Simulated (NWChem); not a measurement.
All runs are NWChem calculations. System: HBCl$_{2}$O, charge 0, spin multiplicity 1, at a geometry optimised with PBE/def2-SVP. The structure started from a generated list of species. Level: PBE0/def2-TZVPD.

Input file:

```
start mol
memory heap 200 mb stack 900 mb global 1100 mb
geometry units angstroms nocenter noautoz
  B     -0.342599     0.127199     0.000000
  Cl     1.078349     1.194829     0.000000
  Cl    -0.130236    -1.620304     0.000000
  O     -1.599294     0.624620     0.000000
  H     -1.610564     1.600128     0.000000
  symmetry group Cs
end
basis spherical
  * library def2-tzvpd
end
dft
  xc pbe0
  semidirect memsize 60000000 filesize 0
  iterations 100
end
task dft energy
```

NWChem printed:

```
             Northwest Computational Chemistry Package (NWChem) 7.3.0
             --------------------------------------------------------

                                NWChem Input Module
                                -------------------

 Scaling coordinates for geometry "geometry" by  1.889725989
 (inverse scale =  0.529177249)

 Turning off AUTOSYM since
 SYMMETRY directive was detected!

                             Geometry "geometry" -> ""
                             -------------------------

 Output coordinates in angstroms (scale by  1.889725989 to convert to a.u.)

  No.       Tag          Charge          X              Y              Z
 ---- ---------------- ---------- -------------- -------------- --------------
    1 B                    5.0000    -0.34259900     0.12719900     0.00000000
    2 Cl                  17.0000     1.07834900     1.19482900     0.00000000
    3 Cl                  17.0000    -0.13023600    -1.62030400     0.00000000
    4 O                    8.0000    -1.59929400     0.62462000     0.00000000
    5 H                    1.0000    -1.61056400     1.60012800     0.00000000

 Effective nuclear repulsion energy (a.u.)     181.0996589331

            Nuclear Dipole moment (a.u.)
            ----------------------------
        X                 Y               Z
 ---------------- ---------------- ----------------
     0.0000188973     0.0000151178     0.0000000000

      Symmetry information
      --------------------

 Group name             Cs
 Group number              2
 Group order               2
 No. of unique centers     5

      Symmetry unique atoms

     1    2    3    4    5


 Summary of "ao basis" -> "" (spherical)
 ------------------------------------------------------------------------------
       Tag                 Description            Shells   Functions and Types
 ---------------- ------------------------------  ------  ---------------------
 *                         def2-tzvpd                 on all atoms

                                 NWChem DFT Module
                                 -----------------
[...]
    45     -0.126228  2 Cl py                56     -0.114022  2 Cl px

 Vector   25  Occ=0.000000D+00  E=-2.192456D-02  Symmetry=a"
              MO Center= -1.7D-01,  6.2D-02, -2.4D-15, r^2= 2.9D+00
   Bfn.  Coefficient  Atom+Function         Bfn.  Coefficient  Atom+Function
  ----- ------------  ---------------      ----- ------------  ---------------
    12      0.448243  1 B  pz                 9      0.411905  1 B  pz
    15      0.357443  1 B  pz                58     -0.221044  2 Cl pz
   104     -0.205455  3 Cl pz               138     -0.185919  4 O  pz
   144     -0.181269  4 O  pz               101     -0.169531  3 Cl pz
   141     -0.164916  4 O  pz                55     -0.161421  2 Cl pz

 Vector   26  Occ=0.000000D+00  E=-1.328042D-02  Symmetry=a'
              MO Center= -8.7D-01,  1.4D+00,  1.1D-16, r^2= 1.0D+01
   Bfn.  Coefficient  Atom+Function         Bfn.  Coefficient  Atom+Function
  ----- ------------  ---------------      ----- ------------  ---------------
     6      2.153177  1 B  s                135     -2.025721  4 O  s
     5      1.893530  1 B  s                 43     -1.317223  2 Cl s
   146      0.631256  4 O  py                89     -0.613153  3 Cl s
   172      0.603070  5 H  s                  4      0.588727  1 B  s
   134     -0.568718  4 O  s                 60      0.355043  2 Cl py

 Vector   27  Occ=0.000000D+00  E= 2.127043D-02  Symmetry=a'
              MO Center=  2.1D-01,  9.1D-02,  5.5D-16, r^2= 1.5D+01
   Bfn.  Coefficient  Atom+Function         Bfn.  Coefficient  Atom+Function
  ----- ------------  ---------------      ----- ------------  ---------------
   135      3.588166  4 O  s                 89     -2.041635  3 Cl s
    13      1.674585  1 B  px                 5     -1.436586  1 B  s
     6      1.334818  1 B  s                146     -1.029483  4 O  py
    30     -0.921279  1 B  d  2              59      0.792652  2 Cl px
   106     -0.771030  3 Cl py                14     -0.619148  1 B  py

------------------------------------------------------------
EAF file 0: "./mol.aoints.0" size=524288 bytes
------------------------------------------------------------
               write      read    awrite     aread      wait
               -----      ----    ------     -----      ----
     calls:        1         9         0         0         0
   data(b): 5.24e+05  4.72e+06  0.00e+00  0.00e+00
   time(s): 0.00e+00  0.00e+00  0.00e+00  0.00e+00  0.00e+00
rate(mb/s): 0.00e+00  0.00e+00
------------------------------------------------------------

 center of mass
 --------------
 x =   0.04203735 y =  -0.03616647 z =   0.00000000

 moments of inertia (a.u.)
 ------------------
         538.130494435508        -119.348826512014           0.000000000000
        -119.348826512014         307.200705752835           0.000000000000
           0.000000000000           0.000000000000         845.331200188343

     Multipole analysis of the density
     ---------------------------------

     L   x y z        total         alpha         beta         nuclear
     -   - - -        -----         -----         ----         -------
     0   0 0 0      0.000000    -24.000000    -24.000000     48.000000

     1   1 0 0     -0.217998     -0.109009     -0.109009      0.000019
     1   0 1 0      0.656109      0.328047      0.328047      0.000015
     1   0 0 1     -0.000000     -0.000000     -0.000000      0.000000

     2   2 0 0    -27.991935    -92.022442    -92.022442    156.052949
     2   1 1 0     -2.285549    -27.397757    -27.397757     52.509964
     2   1 0 1     -0.000000     -0.000000     -0.000000      0.000000
     2   0 2 0    -24.989636   -145.808956   -145.808956    266.628276
     2   0 1 1     -0.000000     -0.000000     -0.000000      0.000000
     2   0 0 2    -26.882237    -13.441118    -13.441118      0.000000

 Task  times  cpu:       23.1s     wall:       23.1s

 Total times  cpu:       23.2s     wall:       23.2s
```
